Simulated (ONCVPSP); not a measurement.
# mercury: variants of one ONCV potential

Base potential:

Hg (Z = 80), optimised norm-conserving Vanderbilt (ONCV), made with ONCVPSP 4.0.1 (PBE, scalar-relativistic). Core [Kr] 4d10 4f14, reference 5s2 5p6 5d10 6s1 (charge +1). Waves: 5s+6s: rc 1.40 bohr, ncon 5, nbas 8, qcut 8.8 1/bohr, 2 projectors; 5p: rc 1.55 bohr, ncon 3, nbas 8, qcut 8.4 1/bohr, 2 projectors, debl 3.5 Ha; 5d: rc 1.70 bohr, ncon 4, nbas 8, qcut 10.2 1/bohr, 1 projector; f scattering state at 0.31 Ha: rc 1.35 bohr, ncon 4, nbas 8, qcut 8.9 1/bohr, 2 projectors, debl 2.2 Ha. Local part: polynomial inside 1.10 bohr (lpopt 4, dvloc0 0 Ha). Core correction: Teter function fitted to the true core (icmod 2), fcfact 0.3.

Cutoffs, loose and tight: the cutoffs (Ha) at which the residual kinetic energy of the hardest occupied pseudo-wave falls to 1 and 0.1 mHa per electron. They do not see the model core or the augmentation charge, which bear on the density cutoff. Test errors are all-electron minus pseudo excitation energies from the reference, over the configurations 5s2 5p6 5d10 6s2; 5s2 5p6 5d10 6s0; 5s2 5p6 5d9 6s0; 5s1 5p6 5d10 6s2. A dash means not determined; rows that change the core or the reference have their own tests.

For the base: The cutoffs count occupied waves only; projector 2 of the f channel, the hardest unoccupied one, needs 175 Ha at the loose tolerance.

A true bound ghost makes a file unfit for plane-wave use even where its test errors are small: the radial tests pick states by their node count and pass the ghost by.

| change | outcome | cutoff, loose | cutoff, tight | bound ghosts | GHOST(+) flags above zero | largest test error (meV) |
| --- | --- | --- | --- | --- | --- | --- |
| base | generated | 34 Ha | 52 Ha | f | s, f | -139 |
| f: debl 0.65 | generated | 34 Ha | 52 Ha | f | s | -139 |
| p: qcut 8.7 | generated | 34 Ha | 52 Ha | f | s, f | -141 |
| local potential polynomial inside 1.05 bohr (lpopt 2, dvloc0 0 Ha) | generated | 34 Ha | 52 Ha | f | s | -141 |
